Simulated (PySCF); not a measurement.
C4H9F3Si2.
SMILES with atom numbers: `[CH3:1][Si@H:2]1[CH2:3][Si@@H:4]([C:5]([F:6])([F:7])[F:8])[CH2:9]1`

Geometry (PBE0-D3(BJ)/def2-SVP, Å), atoms numbered from 1 in this order:
```xyz
18
C4H9F3Si2 angstrom
C     -2.188   -0.725    0.587
Si    -1.244    0.039   -0.835
C     -0.206    1.569   -0.336
Si     1.329    0.492   -0.553
C      1.980   -0.033    1.189
F      2.930   -0.978    1.119
F      0.986   -0.541    1.950
F      2.498    1.000    1.872
C      0.341   -0.928   -1.306
H     -2.989   -0.053    0.934
H     -2.645   -1.680    0.288
H     -1.505   -0.914    1.429
H     -2.137    0.300   -2.007
H     -0.373    1.978    0.672
H     -0.269    2.398   -1.059
H      2.504    1.036   -1.295
H      0.481   -1.919   -0.848
H      0.482   -1.028   -2.394
```

NICS = −σ at a ghost point: NICS(0) at the centroid of the ring atoms, NICS(1) 1 Å to either side along the normal of their mean plane, zz for the tensor component along that normal. Level: GIAO B97-2/pcSseg-1 (PySCF, non-relativistic, gas phase) on the PBE0-D3(BJ)/def2-SVP geometry, one conformer.

Ring bond lengths (Å): Si2–C3 1.915, C3–Si4 1.888, Si4–C9 1.888, C9–Si2 1.915.

Q: Give the NICS values of each ring in ppm.

A: 
```csv
ring,type,NICS(0),"NICS(1), two faces","NICS(1)zz, two faces",rms pucker (Å),"centre to ring atoms, mean (Å)"
Si2–C3–Si4–C9,4-membered ring with 2 Si; formal bonds all single,-1.6,-1.8 / -1.5,2.6 / 1.9,0.07,1.34
```

Q: What can be read from them?

A: 
- Si2–C3–Si4–C9: mean NICS(1)zz 2.3 ppm, near zero. Si2, C3, Si4, C9 have four or more neighbours; no verdict on aromaticity is drawn.

Q: At the first NICS(1) probe listed for ring Si2–C3–Si4–C9, 1 Å off the ring, what do the in-plane components average?

A: The isotropic value is a third of the trace: (3 × -1.8 − (2.6))/2 = -4.0 ppm.

Q: What are the shieldings of the ring atoms and their hydrogens in the same run (means over atoms taken as equivalent)?

A: 
| atoms | environment | σ isotropic (ppm) | principal values of the symmetric part, first atom (ppm) |
| --- | --- | --- | --- |
| Si2 | SiH silicon | 360.4 | 322.9, 377.4, 380.8 |
| C3 (×2) | sp3 carbon bound to silicon | 188.2 | 177.9, 191.1, 195.7 |
| Si4 | SiH silicon | 368.9 | 348.4, 358.2, 400.0 |
| H13 | Si–H hydrogen | 26.35 | 23.5, 23.9, 31.7 |
| H14 (×2) | methylene hydrogen | 31.01 | 27.2, 28.4, 37.4 |
| H15 (×2) | methylene hydrogen | 30.83 | 26.9, 27.3, 38.3 |
| H16 | Si–H hydrogen | 26.36 | 23.3, 24.0, 31.7 |

Q: How do the values depend on the level or the medium?

A: 
```json
{"level": "B97-2/pcSseg-1, gas", "NICS(0), Si2–C3–Si4–C9": "-1.6", "mean NICS(1)zz, Si2–C3–Si4–C9": "2.3"}
{"level": "PBE0/pcSseg-1, gas", "NICS(0), Si2–C3–Si4–C9": "-1.6", "mean NICS(1)zz, Si2–C3–Si4–C9": "2.4"}
```

The geometry is the same throughout.

On one thread, Arm Neoverse V1 (aarch64), shared host, this took 34 s of wall time and 1.0 GiB of memory at its peak. This is the whole shielding run at B97-2/pcSseg-1, SCF included.
